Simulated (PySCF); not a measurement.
Mo²⁺: ionisation energy

Mo²⁺ [Kr] 4d4 (5D) → Mo³⁺ [Kr] 4d3 (4F), as a difference of total energies. Calculation: PySCF 2.14, in aug-cc-pVDZ-PP with ECP28MDF (5s5p4d2f, 54 functions); a scalar-relativistic core potential. Correlated levels: valence: 4s2 4p6 frozen. The calculations carry no spin-orbit coupling.

| method | ionisation energy (eV) |
| --- | --- |
| UHF | 26.088 |
| LDA | 27.539 |
| PBE | 27.319 |
| PBE0 | 27.240 |
| r2SCAN | 27.111 |
| PBEsol | 27.328 |
| B3LYP | 27.169 |
| HSE06 | 27.237 |
| BLYP | 27.044 |
| MP2 (valence) | 26.497 |
| SCS-MP2 (valence) | 26.225 |

**Question.** How much does correlation contribute at MP2 (valence)?

**Answer.** 26.497 − (26.088) = 0.409 eV, measured against UHF.

The reference lies between the lowest fine-structure levels, while these numbers refer to the centres of the terms.

Errors of the correlated levels include the incompleteness of this basis and the frozen core.

For comparison: 27.13 ± 0.12 eV (semi-empirical (NIST evaluation); NIST Atomic Spectra Database, ionization energies).
